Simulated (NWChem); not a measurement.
C4H3NO; SMILES O=C1C=CC=N1

```xyz
9

O      0.0242    -1.9872     0.0000
C     -0.0013    -0.7919     0.0000
C      1.1832     0.1460     0.0000
C      0.6720     1.3808     0.0000
C     -0.8166     1.2086     0.0000
N     -1.2120    -0.0067     0.0000
H      2.2202    -0.1855     0.0000
H      1.1947     2.3377     0.0000
H     -1.5257     2.0450     0.0000
```
Atoms are numbered in this order, from 1.

All runs: NWChem. Coordinates come from a PBE0/def2-SVP optimisation. Level: PBE0/def2-SVP with SMD (1 M gas to 1 M solution), gas-phase geometry.

Q: Estimate the computed values for solvent water. Quantities: solvation free energy (kcal/mol); cavity-dispersion-structure term (kcal/mol); dipole in solution (D).

A: 
```
Quantity                                     Result
-------------------------------------------  ------
solvation free energy (kcal/mol)               -7.8
cavity-dispersion-structure term (kcal/mol)     1.8
dipole in solution (D)                         6.02
```
